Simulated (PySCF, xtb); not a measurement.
C₄H₇FSi, SMILES F[C@@H]1CC=C1[SiH3].

Harmonic wavenumbers (cm⁻¹) from GFN2-xTB (xtb) at its own minimum, in rising order: 60, 127, 164, 228, 376, 476, 497, 544, 598, 751, 772, 781, 784, 837, 934, 981, 1008, 1057, 1086, 1135, 1175, 1194, 1241, 1291, 1441, 1650, 2250, 2270, 2278, 2931, 2982, 3004, 3121.

**Question.** What does PBE-D3(BJ)/def2-SVP in PySCF 2.14.0 give at its own minimum? (Estimate from the structure and the level; the computed values follow.)

**Answer.** 88, 125, 163, 234, 369, 474, 501, 618, 665, 743, 846, 877, 896, 902, 915, 930, 992, 1048, 1087, 1140, 1149, 1185, 1237, 1317, 1388, 1596, 2158, 2166, 2173, 2967, 2978, 3044, 3111. Paired by order, the mean absolute difference is 37 cm⁻¹ and the zero-point energies are 57.2 and 57.3 kcal/mol.
